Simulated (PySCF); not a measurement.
OV, SMILES [O]=[V] (connectivity only; charge and spin as stated), neutral, multiplicity 4.

Geometry: B3LYP-D3(BJ)/def2-TZVPD. The spin state was assumed, not searched.

Level of theory: CAM-B3LYP/def2-TZVPD (PySCF).

The molecule is in vacuum.

| Quantity | Value |
|---|---|
| total energy | -1019.24064 hartree |
| point group | C∞v |
| α spin, highest occupied and lowest empty level | -6.47 and -0.93 eV |
| β spin, highest occupied and lowest empty level | -10.86 and -1.85 eV |
| dipole moment | 0.804 e·Å |
| mean static polarisability | 75.4 bohr³ (11.17 Å³) |
| polarisability, principal values | 74.8, 75.7, 75.7 bohr³ |
| ⟨S²⟩ | 3.796 (pure state 3.75) |
